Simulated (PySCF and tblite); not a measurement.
Results of a calculation; reference values are marked as such.
3 regioisomers of C₅HN₃O:

```json
{"isomer": "A", "SMILES": "[N:1]#[C:2][c:3]1[cH:4][n:5][o:6][c:7]1[C:8]#[N:9]"}
{"isomer": "B", "SMILES": "[N:1]#[C:2][c:3]1[cH:4][c:5]([C:6]#[N:7])[o:8][n:9]1"}
{"isomer": "C", "SMILES": "[N:1]#[C:2][c:3]1[cH:4][o:5][n:6][c:7]1[C:8]#[N:9]"}
```

Each isomer is a Boltzmann average at 298.15 K over at most 6 conformers: GFN2-xTB geometries, energies B3LYP/pcSseg-1 (IEF-PCM, methanol) (D3(BJ) added where defined), GFN2-xTB thermal terms. Programs: PySCF with density fitting and tblite.

Rank the isomers by free energy at 298.15 K.


```tsv
isomer	ΔG (kcal/mol)	ΔE, lowest conformer	conformers	largest weight %	rms dipole (D)
C	0.0	0.0	1	100	6.16
A	1.3	1.3	1	100	4.08
B	3.8	3.8	1	100	1.85
```
